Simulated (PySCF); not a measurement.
CH8O2Si3.

```xyz
14

O      0.5317     1.5972     0.5682
C      1.7106     1.3622     0.4137
O      2.2192     0.1468     0.2414
Si     1.1236    -1.2134     0.2547
Si    -0.7761    -0.7570    -1.0464
Si    -2.3343     0.4953     0.1917
H      2.4977     2.1412     0.3965
H      0.7783    -1.4755     1.6774
H      1.9895    -2.3063    -0.2512
H     -1.3479    -2.0621    -1.4978
H     -0.3198    -0.0206    -2.2614
H     -2.2659     1.9329    -0.1742
H     -2.0754     0.3202     1.6466
H     -3.7118    -0.0026    -0.0956
```

Coordinates come from a TPSSh-D3(BJ)/def2-SVP optimisation. The structure was generated by enumeration, and PubChem lists no compound with its InChIKey, so it may never have been made. Other conformers were not sampled.

Computed with HF/pcSseg-1 run with PySCF. Non-relativistic, no solvent.

Q: Give the absolute GIAO shielding of each atom: isotropic value and principal components (ppm). (An estimate is asked for; the answer gives what the named calculation found.)

A: 
| atom | σ(iso) | σ11 | σ22 | σ33 | span |
|---|---|---|---|---|---|
| O1 | -107.9 | -382.1 | -226.4 | 285.0 | 667.1 |
| C2 | 15.5 | -92.9 | 46.8 | 92.8 | 185.7 |
| O3 | 158.9 | -5.2 | 233.8 | 248.2 | 253.4 |
| Si4 | 403.4 | 343.0 | 410.1 | 457.1 | 114.2 |
| Si5 | 493.1 | 483.1 | 493.8 | 502.3 | 19.2 |
| Si6 | 482.5 | 479.9 | 480.7 | 487.0 | 7.1 |
| H7 | 23.9 | 19.5 | 23.9 | 28.3 | 8.8 |
| H8 | 27.0 | 23.9 | 25.3 | 31.8 | 7.8 |
| H9 | 27.0 | 23.4 | 25.5 | 32.1 | 8.7 |
| H10 | 28.8 | 25.0 | 26.4 | 35.1 | 10.1 |
| H11 | 28.6 | 25.6 | 26.3 | 33.8 | 8.2 |
| H12 | 28.1 | 24.6 | 26.3 | 33.2 | 8.6 |
| H13 | 28.2 | 24.8 | 27.0 | 32.7 | 7.9 |
| H14 | 28.4 | 24.9 | 26.0 | 34.3 | 9.4 |
